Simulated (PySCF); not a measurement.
Record of a relaxation.

Compound: C3H7NOSi.
Numbering: `[O:1]=[C:2]1[CH2:3][CH2:4][NH:5][SiH2:6]1` (hydrogens: H7, H8 on C3; H9, H10 on C4; H11 on N5; H12, H13 on Si6)

Method: PBE0-D3(BJ)/def2-SVP geometry optimisation, gas phase in PySCF; density fitting, grid level 1; the optimiser is geomeTRIC in internal coordinates, started from a GFN2-xTB structure with every atom displaced at random (about 0.01 Å). The frame can shift and turn from step to step; on so coarse a grid that alone can change the energy by a few meV, and forces under 0.02 eV/Å are noise.

Step 0: E = -14621.2683 eV, largest atomic force 2.258 eV/Å
```
atom  x, y, z in Å  |  force x, y, z in eV/Å
O1     -0.096   -2.577    0.336   -0.001   1.518  -0.132
C2     -0.021   -1.356    0.253   -0.341  -1.856   0.175
C3     -1.226   -0.417    0.191    2.097   0.766   0.338
C4     -0.735    0.904   -0.440   -1.938   0.079   0.672
N5      0.621    1.109   -0.092    0.682   0.620   0.130
Si6     1.572   -0.281    0.178   -0.440  -0.166   0.446
H7     -1.478   -0.248    1.242   -0.252   0.067   0.294
H8     -2.038   -0.862   -0.319   -1.259  -0.689  -0.665
H9     -1.374    1.742   -0.047    0.327  -0.401  -0.366
H10    -0.902    0.849   -1.516   -0.138   0.056  -0.626
H11     0.969    2.019   -0.326    0.240   0.406  -0.021
H12     2.300   -0.177    1.454    0.399  -0.147   0.233
H13     2.414   -0.723   -0.924    0.625  -0.256  -0.478
```

Step 1: E = -14621.4022 eV, largest atomic force 0.562 eV/Å
```
atom  x, y, z in Å  |  force x, y, z in eV/Å
O1     -0.154   -2.537   -0.238    0.161  -0.361   0.181
C2     -0.027   -1.384    0.081   -0.284   0.343  -0.343
C3     -1.202   -0.422    0.210   -0.342  -0.165  -0.115
C4     -0.779    0.943   -0.328    0.206  -0.030  -0.039
N5      0.629    1.142    0.019   -0.166   0.094  -0.004
Si6     1.569   -0.297    0.202    0.216  -0.165  -0.089
H7     -1.447   -0.349    1.285    0.023   0.010   0.004
H8     -2.078   -0.854   -0.319    0.249   0.170   0.217
H9     -1.396    1.745    0.106   -0.044   0.025   0.019
H10    -0.953    0.961   -1.425    0.047   0.046   0.079
H11     0.988    2.076   -0.140   -0.014  -0.074   0.025
H12     2.362   -0.396    1.465   -0.057   0.056   0.040
H13     2.494   -0.647   -0.926    0.005   0.050   0.026
```

Step 2: E = -14621.4219 eV, largest atomic force 0.361 eV/Å
```
atom  x, y, z in Å  |  force x, y, z in eV/Å
O1     -0.119   -2.568   -0.210   -0.226   0.105   0.130
C2     -0.040   -1.394    0.050    0.249   0.175  -0.005
C3     -1.206   -0.421    0.202   -0.142  -0.283  -0.173
C4     -0.779    0.947   -0.333    0.117  -0.009   0.052
N5      0.626    1.136    0.010   -0.053   0.066  -0.016
Si6     1.564   -0.306    0.187    0.086  -0.085  -0.079
H7     -1.426   -0.345    1.282    0.051  -0.039   0.005
H8     -2.094   -0.835   -0.300   -0.026   0.068   0.042
H9     -1.390    1.748    0.115   -0.043  -0.023  -0.007
H10    -0.957    0.983   -1.426    0.003   0.002   0.001
H11     0.989    2.069   -0.135   -0.004   0.004   0.018
H12     2.326   -0.386    1.470   -0.023  -0.018   0.025
H13     2.513   -0.645   -0.921    0.010   0.038   0.008
```

Step 3: E = -14621.4325 eV, largest atomic force 0.246 eV/Å
```
atom  x, y, z in Å  |  force x, y, z in eV/Å
O1     -0.148   -2.569   -0.168    0.025   0.050   0.050
C2     -0.038   -1.387    0.042   -0.030  -0.155   0.058
C3     -1.210   -0.426    0.190    0.216   0.108  -0.042
C4     -0.776    0.943   -0.336   -0.042   0.070   0.091
N5      0.627    1.132    0.007   -0.012  -0.023  -0.005
Si6     1.574   -0.309    0.173   -0.069   0.026  -0.036
H7     -1.415   -0.354    1.273    0.021  -0.023   0.021
H8     -2.103   -0.833   -0.297   -0.095  -0.035  -0.072
H9     -1.392    1.737    0.121    0.007   0.001  -0.032
H10    -0.953    0.994   -1.427   -0.021  -0.020  -0.039
H11     0.986    2.068   -0.123    0.003   0.039   0.012
H12     2.319   -0.385    1.467   -0.005  -0.054  -0.002
H13     2.536   -0.630   -0.929    0.002   0.015  -0.004
```

Step 4: E = -14621.4364 eV, largest atomic force 0.128 eV/Å
```
atom  x, y, z in Å  |  force x, y, z in eV/Å
O1     -0.149   -2.576   -0.139    0.016  -0.003   0.047
C2     -0.038   -1.391    0.049   -0.007  -0.061  -0.021
C3     -1.206   -0.426    0.184    0.089   0.092  -0.008
C4     -0.775    0.947   -0.337   -0.031   0.012   0.033
N5      0.627    1.136    0.010    0.017  -0.030  -0.001
Si6     1.571   -0.309    0.166   -0.038   0.051   0.004
H7     -1.409   -0.354    1.268   -0.011  -0.015   0.014
H8     -2.102   -0.830   -0.305   -0.039  -0.019  -0.031
H9     -1.395    1.738    0.117    0.008   0.002  -0.014
H10    -0.951    0.997   -1.430   -0.008  -0.011  -0.018
H11     0.985    2.073   -0.113    0.001   0.007   0.011
H12     2.314   -0.401    1.460    0.005  -0.034  -0.007
H13     2.533   -0.623   -0.937   -0.002   0.010  -0.009
```

Step 5: E = -14621.4390 eV, largest atomic force 0.060 eV/Å
```
atom  x, y, z in Å  |  force x, y, z in eV/Å
O1     -0.151   -2.584   -0.087    0.005  -0.016   0.028
C2     -0.038   -1.394    0.059    0.007   0.006  -0.060
C3     -1.203   -0.423    0.176   -0.028   0.035   0.038
C4     -0.773    0.950   -0.340   -0.020  -0.027  -0.031
N5      0.627    1.138    0.015    0.025  -0.017   0.008
Si6     1.569   -0.309    0.155   -0.005   0.031   0.028
H7     -1.410   -0.354    1.260   -0.029  -0.007  -0.009
H8     -2.101   -0.826   -0.315    0.020  -0.002   0.003
H9     -1.398    1.740    0.109    0.010   0.007   0.004
H10    -0.944    1.000   -1.435    0.006   0.001   0.007
H11     0.985    2.078   -0.097    0.001  -0.007   0.006
H12     2.315   -0.427    1.447    0.014  -0.002  -0.011
H13     2.528   -0.609   -0.955   -0.006  -0.001  -0.011
```

Step 6: E = -14621.4399 eV, largest atomic force 0.051 eV/Å
```
atom  x, y, z in Å  |  force x, y, z in eV/Å
O1     -0.152   -2.586   -0.063    0.001  -0.012   0.016
C2     -0.039   -1.394    0.064    0.006   0.022  -0.043
C3     -1.204   -0.421    0.174   -0.036   0.006   0.035
C4     -0.771    0.951   -0.341   -0.010  -0.018  -0.037
N5      0.627    1.139    0.019    0.013  -0.007   0.016
Si6     1.569   -0.309    0.152    0.008   0.006   0.019
H7     -1.419   -0.353    1.257   -0.022  -0.002  -0.012
H8     -2.099   -0.826   -0.322    0.026   0.003   0.003
H9     -1.397    1.742    0.104    0.007   0.005   0.007
H10    -0.937    1.000   -1.437    0.003   0.001   0.010
H11     0.986    2.078   -0.088   -0.001  -0.007   0.004
H12     2.322   -0.436    1.438    0.012   0.009  -0.009
H13     2.521   -0.604   -0.965   -0.007  -0.006  -0.009
```

Step 7: E = -14621.4410 eV, largest atomic force 0.037 eV/Å
```
atom  x, y, z in Å  |  force x, y, z in eV/Å
O1     -0.155   -2.588   -0.026   -0.003  -0.004  -0.002
C2     -0.040   -1.393    0.075   -0.002   0.029   0.000
C3     -1.207   -0.418    0.171   -0.019  -0.029   0.014
C4     -0.769    0.952   -0.342    0.012   0.003  -0.024
N5      0.628    1.138    0.030   -0.014   0.012   0.020
Si6     1.569   -0.310    0.146    0.018  -0.029  -0.003
H7     -1.440   -0.352    1.251   -0.004   0.003  -0.006
H8     -2.095   -0.826   -0.336    0.015   0.005  -0.004
H9     -1.395    1.746    0.097    0.002   0.000   0.006
H10    -0.924    1.000   -1.438   -0.004   0.002   0.005
H11     0.987    2.078   -0.071    0.000   0.001   0.001
H12     2.341   -0.445    1.420    0.005   0.017  -0.003
H13     2.505   -0.602   -0.986   -0.007  -0.010  -0.003
```

Step 8: E = -14621.4415 eV, largest atomic force 0.033 eV/Å
```
atom  x, y, z in Å  |  force x, y, z in eV/Å
O1     -0.157   -2.589   -0.005   -0.003   0.001  -0.006
C2     -0.042   -1.393    0.083   -0.004   0.019   0.016
C3     -1.209   -0.417    0.170    0.001  -0.029  -0.003
C4     -0.767    0.953   -0.341    0.019   0.015  -0.008
N5      0.629    1.138    0.038   -0.023   0.009   0.015
Si6     1.570   -0.311    0.144    0.016  -0.028  -0.008
H7     -1.455   -0.351    1.246    0.005   0.003   0.000
H8     -2.090   -0.826   -0.347    0.003   0.004  -0.006
H9     -1.393    1.748    0.095   -0.002  -0.002   0.003
H10    -0.916    1.001   -1.439   -0.007   0.001   0.000
H11     0.988    2.078   -0.060    0.001   0.002  -0.001
H12     2.355   -0.444    1.408    0.001   0.013   0.000
H13     2.493   -0.605   -0.999   -0.005  -0.008  -0.001
```

Step 9: E = -14621.4418 eV, largest atomic force under 0.02 eV/Å
```
atom  x, y, z in Å  |  force x, y, z in eV/Å
O1     -0.159   -2.589    0.009   -0.002   0.002  -0.004
C2     -0.043   -1.392    0.090   -0.004   0.004   0.014
C3     -1.211   -0.417    0.168    0.008  -0.014  -0.012
C4     -0.765    0.953   -0.340    0.017   0.009   0.005
N5      0.629    1.137    0.045   -0.018   0.006   0.004
Si6     1.570   -0.313    0.141    0.005  -0.012  -0.003
H7     -1.467   -0.350    1.242    0.006   0.001   0.003
H8     -2.086   -0.826   -0.357   -0.005   0.001  -0.003
H9     -1.392    1.749    0.095   -0.002  -0.002   0.000
H10    -0.910    1.003   -1.438   -0.004   0.001  -0.003
H11     0.989    2.077   -0.052    0.003   0.002  -0.001
H12     2.368   -0.440    1.398   -0.001   0.005   0.000
H13     2.481   -0.613   -1.010   -0.003  -0.003  -0.001
```

Question: Summarise the path.

Answer: The energy falls by 0.1735 eV from step 0 to step 9; nine tenths of that is first reached at step 3. It falls at every step. The largest force goes from 2.258 to under 0.02 eV/Å. Among the bonds C4–N5 changes most (a near tie, within 0.001 Å, with another), from 1.414 to 1.458 Å; the atoms move by 0.056 Å rms after alignment.

What follows is the cost of the whole optimisation. Hardware: one thread of an Arm Neoverse V1, shared host with 32 logical CPUs at a one-minute load of 48. Cost: 67 s, 0.49 GiB resident at most.
